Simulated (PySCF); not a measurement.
hexafluorodisilane (F6Si2), SMILES F[Si](F)([Si](F)(F)F)F.

Geometry optimised at PBE0-D3(BJ)/def2-SVP. One conformer was computed; it need not be the lowest.

Two levels are set side by side: PBE/def2-TZVP (PySCF) and r2SCAN/def2-TZVP (PySCF). Same geometry, gas phase. Differences are taken from unrounded values.

```
quantity                       PBE
---------------------------  -----
orbital gap (eV)              7.06
highest occupied level (eV)  -9.00
lowest empty level (eV)      -1.94
mean polarisability (bohr³)   45.1
```

Question: These are the PBE values. What does r2SCAN give? (Estimate from the structure and the level; the computed values follow.)

Answer: 
| quantity | r2SCAN | PBE minus r2SCAN |
|---|---|---|
| orbital gap (eV) | 7.70 | -0.64 |
| highest occupied level (eV) | -9.39 | 0.39 |
| lowest empty level (eV) | -1.68 | -0.26 |
| mean polarisability (bohr³) | 42.8 | 2.3 |

Rough cost on one machine, each run with all the roots and properties that it gave: r2SCAN against PBE about 4 times.
